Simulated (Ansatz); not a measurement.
`[GaH2][B]1B[SiH2]1` + H–F → `FB1B[SiH2]1` + `[GaH3]` at 500 K and 1 bar (cleavage of the B–Ga bond).

Program: Ansatz. Geometries: PBE0-D4/def2-TZVP. ΔE: electronic, gas phase. CBS: MP2 limit from def2 TZ/QZ plus the TZ coupled-cluster correction, frozen cores. This one scheme is used for every species. For Ga outer-core shells are correlated without core-valence functions, which leaves a few kJ/mol of doubt a bond. Scalar relativity is left out up to krypton.

```csv
species,CCSD(T)/CBS energy (Eh),H − E (kJ/mol),S (J/(mol·K))
`[GaH2][B]1B[SiH2]1`,-2265.51334,166.6,421.8
H–F,-100.39570,39.4,188.7
`FB1B[SiH2]1`,-440.23019,126.4,356.8
`[GaH3]`,-1925.70545,69.3,243.1
```

H − E and S are ideal-gas, rigid-rotor, harmonic terms from PBE0-D4/def2-TZVP, for one conformer and one mirror image of each species. 1 Eh = 2625.50 kJ/mol, R = 8.31446 J/(mol·K).

Problem. By hand: ΔE, ΔH, ΔS and ΔG.

Solution. ΔE = (-440.23019) + (-1925.70545) − (-2265.51334) − (-100.39570) = -0.02660 Eh = -69.8 kJ/mol. Δ(H − E) = 126.4 + 69.3 − 166.6 − 39.4 = -10.3, so ΔH = -80.1 kJ/mol. ΔS = 356.8 + 243.1 − 421.8 − 188.7 = -10.6 J/(mol·K). ΔG = -80.1 − 500 × (-10.6)/1000 = -74.8 kJ/mol.

Problem. By hand: the equilibrium constant, and the temperature at which ΔG would vanish if ΔH and ΔS stayed fixed.

Solution. log₁₀ K = −ΔG/(RT ln 10) = 7.8. ΔG = 0 at ΔH/ΔS = 7557 K, far beyond where these terms or the molecules hold.

The number of gas molecules stays the same, so ΔS is small and ΔH decides. A doubt of 5 kJ/mol in ΔE shifts log₁₀ K by 0.5 here. Other conformers and mirror images would add mixing entropy, several J/(mol·K) or more a flexible species. These are equilibria of isolated gas molecules and say nothing of rates. Largest T1 diagnostic: 0.016 (customary marks: 0.02 for closed shells, 0.045 for open ones).
